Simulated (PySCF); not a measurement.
SMILES Cl[CH]Cl, doublet, PBE0/def2-SVP optimised geometry.

```
4

Cl     1.27    -0.31     0.00
C     -0.43    -0.31     0.00
Cl    -1.27     1.17     0.00
H     -0.93    -1.17    -0.44
```

Density from unrestricted PBE0/def2-TZVP (PySCF 2.14.0) at that geometry.

Minimum of the electron density along straight lines between bonded atoms, close to the bond critical point (lines longer than 1.1 times the sum of covalent radii, or with two minima, are not listed):

| bond | length / Å | ρ at the minimum / e bohr⁻³ | ∇²ρ there / e bohr⁻⁵ | position (fraction from the first atom) |
|---|---|---|---|---|
| Cl1–C2 | 1.701 | 0.218 | -0.36 | 0.58 |
| C2–Cl3 | 1.701 | 0.218 | -0.36 | 0.42 |
| C2–H4 | 1.092 | 0.283 | -1.00 | 0.66 |
